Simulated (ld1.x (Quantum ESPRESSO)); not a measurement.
## Mg (Z = 12): excitation energies, all-electron against TM

```json
{
 "Element": "magnesium (Mg)",
 "Generator": "ld1.x (Quantum ESPRESSO) 7.5",
 "Type": "norm-conserving Troullier–Martins (Kleinman–Bylander form)",
 "Functional": "PBEsol",
 "Relativity": "non-relativistic",
 "Frozen core": "[He]",
 "Valence charge": "10",
 "Reference configuration": "2s2 2p6 3s2 3p0",
 "Partial waves": "2p (bound): rc 0.85 bohr; 3d channel at 0.1 Ry: rc 0.95 bohr; 2s (bound): rc 0.75 bohr",
 "Local potential": "the s channel",
 "Core correction": "none"
}
```

Occupied shells without a wave of their own: 3s. They enter only through the test configuration that unscreens the potential.

Energies are relative to the spin-unpolarised reference configuration 2s2 2p6 3s2 3p0; without spin polarisation the order of configurations can differ from experiment.

```json
{"valence configuration": "2s2 2p6 3s0 3p0", "charge": "+2", "ΔE all-electron (eV)": "22.701", "error AE − PS (meV)": "-127"}
{"valence configuration": "2s2 2p6 3s1.5 3p0", "charge": "+0.5", "ΔE all-electron (eV)": "3.124", "error AE − PS (meV)": "-19"}
{"valence configuration": "2s2 2p5 3s2 3p0", "charge": "+1", "ΔE all-electron (eV)": "58.500", "error AE − PS (meV)": "+101"}
{"valence configuration": "2s2 2p6 3s1 3p1", "charge": "0", "ΔE all-electron (eV)": "3.459", "error AE − PS (meV)": "-37"}
{"valence configuration": "2s1 2p6 3s2 3p0", "charge": "+1", "ΔE all-electron (eV)": "90.890", "error AE − PS (meV)": "+7.8"}
{"valence configuration": "2s2 2p6 3s0 3p2", "charge": "0", "ΔE all-electron (eV)": "7.092", "error AE − PS (meV)": "-82"}
```

What are ΔE and the potential's error for 2s2 2p6 3s1 3p0?

ΔE = 7.909 eV all-electron; the error (AE − PS) is -46 meV.
